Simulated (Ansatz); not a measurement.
`[CH3][GaH][SeH]` + CH₃NH₂ → `C[NH][GaH][CH3]` + H₂Se at 700 K and 1 bar (ligand exchange at a Ga–Se bond).

Gas-phase electronic energies from Ansatz, PBE0-D4/def2-TZVP geometries. CCSD(T)/CBS adds triple-zeta CCSD(T) − MP2 to the extrapolated MP2 energy (def2 sets, frozen cores). For Ga, Se outer-core shells are correlated without core-valence functions, which leaves a few kJ/mol of doubt a bond. Scalar relativity is left out up to krypton. Each species was taken in one conformer, which may not be the lowest.

```tsv
species	CCSD(T)/CBS energy (Eh)	H − E (kJ/mol)	S (J/(mol·K))
`[CH3][GaH][SeH]`	-4365.74414	197.4	442.9
CH₃NH₂	-95.75281	207.6	296.6
`C[NH][GaH][CH3]`	-2059.57505	334.6	481.8
H₂Se	-2401.89790	61.1	251.1
```

H − E and S are ideal-gas, rigid-rotor, harmonic terms from PBE0-D4/def2-TZVP, for one conformer and one mirror image of each species. 1 Eh = 2625.50 kJ/mol, R = 8.31446 J/(mol·K).

By hand: ΔE, ΔH, ΔS and ΔG.

ΔE = (-2059.57505) + (-2401.89790) − (-4365.74414) − (-95.75281) = 0.02400 Eh = 63.0 kJ/mol. Δ(H − E) = 334.6 + 61.1 − 197.4 − 207.6 = -9.3, so ΔH = 53.7 kJ/mol. ΔS = 481.8 + 251.1 − 442.9 − 296.6 = -6.6 J/(mol·K). ΔG = 53.7 − 700 × (-6.6)/1000 = 58.3 kJ/mol.

By hand: the equilibrium constant, and the temperature at which ΔG would vanish if ΔH and ΔS stayed fixed.

log₁₀ K = −ΔG/(RT ln 10) = -4.4. ΔH and −TΔS have one sign here, so there is no such temperature.

The number of gas molecules stays the same, so ΔS is small and ΔH decides. A doubt of 5 kJ/mol in ΔE shifts log₁₀ K by 0.4 here. Other conformers and mirror images would add mixing entropy, several J/(mol·K) or more a flexible species. Modes under 60 cm⁻¹, often nearly free rotors, make the harmonic entropy too high. These are equilibria of isolated gas molecules and say nothing of rates. Largest T1 diagnostic: 0.013 (customary marks: 0.02 for closed shells, 0.045 for open ones).

ΔS is within the doubt of such terms, so its sign, and with it that verdict, could turn.
